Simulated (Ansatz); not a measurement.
Reaction (formal exchange of groups at the Si–Si bond): `FC[SiH]([SiH3])[SiH3]` + `OBCF` → `OB([SiH3])CF` + `FC[SiH2][SiH3]`

Isolated molecules relaxed with PBE0-D4/def2-TZVP in Ansatz; ΔE leaves out vibrations. CCSD(T)/CBS adds triple-zeta CCSD(T) − MP2 to the extrapolated MP2 energy (def2 sets, frozen cores). Each species was taken in one conformer, which may not be the lowest.

```json
{"species": "`FC[SiH]([SiH3])[SiH3]`", "CCSD(T)/CBS(def2) energy (Eh)": "-1010.46907"}
{"species": "`OBCF`", "CCSD(T)/CBS(def2) energy (Eh)": "-240.25532"}
{"species": "`OB([SiH3])CF`", "CCSD(T)/CBS(def2) energy (Eh)": "-530.52809"}
{"species": "`FC[SiH2][SiH3]`", "CCSD(T)/CBS(def2) energy (Eh)": "-720.18634"}
```

Q: Work out ΔE.

A: ΔE = (-530.52809) + (-720.18634) − (-1010.46907) − (-240.25532) = 0.00996 Eh = +0.27 eV.

Largest T1 diagnostic among the species: 0.013.

The D4 term adds +0.03 eV with B3LYP and +0.02 eV with PBE0; it sums over pairs of atoms, weighted by their polarisabilities, and B3LYP, whose exchange is more repulsive, gets the larger term.

B3LYP here is the variant with VWN-RPA as its local correlation; programs differ in this.
